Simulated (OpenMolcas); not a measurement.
## Levels of Ar+ by method

```
Program             : OpenMolcas
Basis               : ANO-RCC-VQZP [6s5p3d2f1g]
Scalar Hamiltonian  : DKH2, point nucleus
Active space        : 7 electrons in 8 orbitals (3s 3p 4s 4p)
State averaging     : 2S+1 = 2 odd, 3 roots; 2S+1 = 2 even, 1 root
Spin-orbit coupling : RASSI with atomic mean-field integrals over the reference wave functions, term energies averaged over their components
```

Methods on the same reference wave functions:
A. CASSCF
B. SS-CASPT2, IPEA 0.25 Eh, imaginary shift 0.1 Eh (closed shells correlated: 2s 2p)

Energies in cm-1 above 3s2 3p5 2P* 3/2, the measured ground level; measured values from NIST Handbook of Basic Atomic Spectroscopic Data.

```csv
Level,A,B,Measured
3s2 3p5 2P* 3/2,0.0,0.0,0.0
3s2 3p5 2P* 1/2,1363,1363,1432
3s 3p6 2S 1/2,149250,125404,108722
```

Deviations, from unrounded energies. A percentage is the sum of absolute deviations over the sum of measured energies, with the sign that they share, or ± where signs differ.

```csv
Against measurement,Levels,A,B
mean absolute deviation (cm-1),2,20000,8400
fine structure of the ground term (%),1,-4.8,-4.8
other configurations (%),1,+37.3,+15.3
```

B lies closest to measurement on these levels. The largest miss of B in the table is 3s 3p6 2S 1/2, by +17000 cm-1. The ranking rests on the paired levels alone, and a cruder setting can come out closer through cancelling errors.

The lowest spin-free term lies below A's lowest term by 0.233 hartree in B.

Over all roots computed the reference weight is 0.86 to 0.95 in B; the roots of lowest weight are the least certain, and an intruder state may touch them. Active for correlation alone: 4p 4s; no level in the range computed is led by a configuration that fills them, so any true level of that kind is missing. Without dynamic correlation excited terms often stand tens of per cent too high (terms of higher spin than the ground term too low), and those without a measured partner can miss by more than the paired ones (holds for A). Computed and measured levels are paired by configuration, term and J; levels that our copy of the source lacks, or whose pairing is in doubt (as where it misses far off the trend of its configuration), stay unpaired and out of the deviations. Only configurations of the active space appear.

* marks odd parity.
